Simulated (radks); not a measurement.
Problem. Coherent X-ray form factor from a spherical all-electron density. All-electron calculation, scalar-relativistic Kohn-Sham, PBE, spin-unpolarised, spherical densities, finite nucleus; Fermi nuclear charge, rms radius of each element as measured or else 0.836 A^(1/3) + 0.57 fm. Program: a radial shooting solver on a logarithmic mesh with Libxc functionals.

sin(theta)/lambda (1/angstrom),f0 (electrons)
0.05,40.584
0.1,39.398
0.15,37.604
0.2,35.422
0.25,33.072
0.3,30.737
0.4,26.563
0.5,23.302
0.6,20.843
0.8,17.285
1,14.404
1.25,11.279
1.5,8.884
2,6.260

The species is in the configuration that NIST lists as its ground one. Which atom or ion scatters so?

Solution. The rhodium ion Rh4+, [Kr] 4d5. Extrapolating in s^2 from the first two rows gives f0(0) = 41.0, near the electron count 41; among species with that count, the fall with angle is slower the higher Z, and the table is that of Z = 45; from so few rows the species is fixed only to a neighbour or two.
